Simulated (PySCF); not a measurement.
# Zr⁺: excitation energy

Zr⁺ [Kr] 4d2 5s1 (4F) → Zr⁺ [Kr] 4d1 5s1 6s1 (4D), as a difference of total energies. Computed with PySCF 2.14 in aug-cc-pVTZ-PP with one added diffuse shell each of s, p, d, f, g type with ECP28MDF (7s7p6d4f3g, 113 functions), with a scalar-relativistic core potential. Correlated levels: valence: 4s2 4p6 frozen. The calculations carry no spin-orbit coupling.

```tsv
method	excitation energy (cm⁻¹)
UHF	71708
LDA	74896
MN15	73374
MP2 (valence)	72409
SCS-MP2 (valence)	71942
```

Estimate what PBE0 gives.

75450 cm⁻¹, closest to LDA among the rows shown.

Estimate what wB97X gives.

74064 cm⁻¹, closest to MN15 among the rows shown.

The promoted electron is Rydberg-like, and one or two diffuse shells describe it only roughly, which tends to raise the upper state.
